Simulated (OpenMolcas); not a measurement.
## OpenMolcas run: Si3+

Input:

```
&GATEWAY
Coord
1

Si 0.0 0.0 0.0
Basis=ANO-R1
Group=XYZ
NoMove
AngMom=0.0 0.0 0.0
AMFI
&SEWARD
* reference wave functions (RASSCF and RASSI steps not shown): 1 electron in 9 orbitals (RAS2 3s 3p; RAS3 3d, at most 1 electron)
>>> COPY JOB001 $Project.JobIph
&CASPT2
Multistate=1 1
Frozen=1 0
IPEA=0.35
Imaginary=0.15
MaxIter=60
WThr=0.0 0.3 0.05
PrWF=0.5
NoMix
>>> COPY JOB002 $Project.JobIph
&CASPT2
Multistate=3 1 2 3
NoMult
Frozen=1 0
IPEA=0.35
Imaginary=0.15
MaxIter=60
WThr=0.0 0.3 0.05
PrWF=0.5
NoMix
```

Launched by
```bash
OMP_NUM_THREADS=1 MOLCAS_MEM=2252 MOLCAS_PROJECT=a pymolcas a.inp > a.log  # once for each step of the input, in one work folder
```

Output, cut to the results:

```
--- CASPT2 ---
Orbital specifications:
      -----------------------

      Symmetry species                           1   2
                                                ag  au
      Frozen orbitals                            1   0
      Inactive orbitals                          1   3
      Active orbitals                            6   3
      Secondary orbitals                         1   3
      Deleted orbitals                           0   0
      Number of basis functions                  9   9
Type of calculation                        SS-CASPT2
      Fock operator                              state-specific
      IPEA shift                                 0.35
      Real shift                                 0.00
      Imaginary shift                            0.15
      The input orbitals will be transformed to quasi-canonical
Reference energy:        -287.4213688017
      E2 (Non-variational):      -0.0221449466
      Shift correction:          -0.0000048495
      E2 (Variational):          -0.0221497961
      Total energy:            -287.4435185979
      Residual norm:              0.0000004249
      Reference weight:           0.99786
      Contributions to the CASPT2 correlation energy
      Active & Virtual Only:         -0.0000000000
      One Inactive Excited:          -0.0018921986
      Two Inactive Excited:          -0.0202527480
::    CASPT2 Root  1     Total energy:   -287.44351860
--- CASPT2 ---
Orbital specifications:
      -----------------------

      Symmetry species                           1   2
                                                ag  au
      Frozen orbitals                            1   0
      Inactive orbitals                          1   3
      Active orbitals                            6   3
      Secondary orbitals                         1   3
      Deleted orbitals                           0   0
      Number of basis functions                  9   9
Type of calculation                        SS-CASPT2
      Fock operator                              state-specific
      IPEA shift                                 0.35
      Real shift                                 0.00
      Imaginary shift                            0.15
      The input orbitals will be transformed to quasi-canonical
Reference energy:        -287.0790592924
      E2 (Non-variational):      -0.0214582290
      Shift correction:          -0.0000046877
      E2 (Variational):          -0.0214629167
      Total energy:            -287.1005222091
      Residual norm:              0.0000002115
      Reference weight:           0.99795
      Contributions to the CASPT2 correlation energy
      Active & Virtual Only:         -0.0000000000
      One Inactive Excited:          -0.0019220814
      Two Inactive Excited:          -0.0195361476
Reference energy:        -287.0790592924
      E2 (Non-variational):      -0.0214582290
      Shift correction:          -0.0000046877
      E2 (Variational):          -0.0214629167
      Total energy:            -287.1005222091
      Residual norm:              0.0000002115
      Reference weight:           0.99795
      Contributions to the CASPT2 correlation energy
      Active & Virtual Only:         -0.0000000000
      One Inactive Excited:          -0.0019220814
      Two Inactive Excited:          -0.0195361476
::    CASPT2 Root  1     Total energy:   -287.10052221
::    CASPT2 Root  2     Total energy:   -287.10052221
::    CASPT2 Root  3     Total energy:   -287.10052221
```

Levels above the lowest, from the spin-orbit matrix with the single-state CASPT2 energies, averaged by term, on its diagonal:

| Configuration | Term | J | E (cm⁻¹) | Measured (cm⁻¹) | Term weight % |
| --- | --- | --- | --- | --- | --- |
| 3s | ²S | 1/2 | 0.0 | 0.0 | 100 |
| 3p | ²P° | 1/2 | 74952 | 71288 | 100 |
| 3p | ²P° | 3/2 | 75442 | 71749 | 100 |

Against the 2 measured excited levels shown (NIST levels in Kelleher and Podobedova, J. Phys. Chem. Ref. Data 37, 1285 (2008)) the mean absolute deviation is 3700 cm-1; the largest miss in energy is 3p ²P°_3/2: computed 75442, measured 71749 cm⁻¹ (+5.1 %).

With one active electron outside closed inactive shells, the extra shells (3d) add no correlation to the reference. With one active electron, CASPT2 adds the correlation within the correlated inactive shells and between them and that electron, and leaves the splitting within a term as the reference gives it. The basis is small and was not contracted for so high a charge. Computed and measured levels are paired by configuration, term and J; levels that our copy of the source lacks, or whose pairing is in doubt (as where it misses far off the trend of its configuration), stay unpaired and out of the deviations. Levels of configurations outside the active space are missing. The first state left out of the spin-orbit step lies near 160000 cm-1 above the lowest spin-free state of the reference (among the parities and spins computed), and the list stops at four fifths of that energy or lower.

The CASPT2 steps took 0.93 s on 1 thread of Arm Neoverse V2 (shared host); the integral step is not counted.

The term weight is that of the spin-free term in the level, not the purity of its configuration. ° marks odd parity.
